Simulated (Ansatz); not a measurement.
Calculated with Ansatz (gas phase, PBE0-D4/def2-TZVP geometries, no zero-point term in ΔE). CCSD(T)/CBS is the MP2 limit (def2-TZVPP, def2-QZVPP) plus CCSD(T) − MP2 in def2-TZVPP, frozen cores. This one scheme is used for every species. DFT in def2-TZVPP. B3LYP here is the variant with VWN-RPA as its local correlation; programs differ in this. One conformer a species, not always the lowest.

Consider the ligand exchange at the Si–N bond: `O=C=N[SiH2]Cl` + `BN` → `BN[SiH2]Cl` + `N=C=O`.

Problem. Is it downhill or uphill in electronic energy at CCSD(T)/CBS, and by how much? (Estimate.)

Solution. The calculation gave: Uphill: ΔE = +42.8 kJ/mol.

Problem. What do these levels give: BLYP-D4, B3LYP-D4, BHLYP-D4, CAM-B3LYP-D4, B2PLYP, revPBE, MP2/def2-TZVPP, HF/def2-QZVPP, MP2/def2-QZVPP, SCS-MP2/def2-QZVPP, MP2/CBS(def2), CCSD/CBS(def2)? (An estimate is asked.)

Solution. Ansatz gave: BLYP-D4 44.3, B3LYP-D4 46.6, BHLYP-D4 49.2, CAM-B3LYP-D4 47.6, B2PLYP 47.1, revPBE 44.7, MP2/def2-TZVPP 45.4, HF/def2-QZVPP 53.6, MP2/def2-QZVPP 45.4, SCS-MP2/def2-QZVPP 45.9, MP2/CBS(def2) 45.4, CCSD/CBS(def2) 44.5 kJ/mol.

Problem. What do rigid-rotor, harmonic-oscillator terms from PBE0-D4/def2-TZVP frequencies (298.15 K, 1 bar) make of the CCSD(T)/CBS value? (An estimate is asked.)

Solution. The calculation gave: ΔZPE = -4.7 kJ/mol, ΔH = +37.8 kJ/mol, ΔS = -10 J/(mol·K), ΔG = +40.9 kJ/mol. Modes under 50 cm⁻¹ make the entropy rough.

Largest T1 diagnostic among the species: 0.018.

In def2-TZVPP, CCSD(T) changes the Hartree–Fock value by −10.8 kJ/mol (the triples alone add −1.6 kJ/mol) and MP2 by −8.3 kJ/mol. From BLYP to BHLYP (50 % exact exchange), in def2-TZVPP and without D4, ΔE moves by +3.8 kJ/mol.
